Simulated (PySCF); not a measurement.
Positional isomers: thiophene hydroxy+boryl. Isolated molecules, 0 K electronic values unless said otherwise. One relaxed conformer stands for each flexible species; it need not be the lowest. Strings in code marks are SMILES.

The numbers are results of ωB97X-D3(BJ)/def2-TZVP // PBE0-D3(BJ)/def2-SVP (PySCF), not measurements. Delta-SCF ions had no search for a lower state. Excitations are Tamm–Dancoff values on a coarser integration grid. The basis has no diffuse functions, so Rydberg states are missing or too high.

```json
[
 {"species": "`Bc1ccc(O)s1`", "vertical electron affinity (Delta-SCF) (eV)": "0.07", "T1 excitation (TDA) (eV)": "3.01"},
 {"species": "`Bc1ccsc1O`", "vertical electron affinity (Delta-SCF) (eV)": "(withheld)", "T1 excitation (TDA) (eV)": "(withheld)"},
 {"species": "`Bc1csc(O)c1`", "vertical electron affinity (Delta-SCF) (eV)": "0.10", "T1 excitation (TDA) (eV)": "3.07"},
 {"species": "`Bc1cscc1O`", "vertical electron affinity (Delta-SCF) (eV)": "0.05", "T1 excitation (TDA) (eV)": "3.51"},
 {"species": "`Bc1sccc1O`", "vertical electron affinity (Delta-SCF) (eV)": "0.03", "T1 excitation (TDA) (eV)": "3.06"}
]
```

### Question
Fill in the missing entries.

### Answer

- `Bc1ccsc1O`, vertical electron affinity (Delta-SCF) (eV): -0.18
- `Bc1ccsc1O`, T1 excitation (TDA) (eV): 3.30
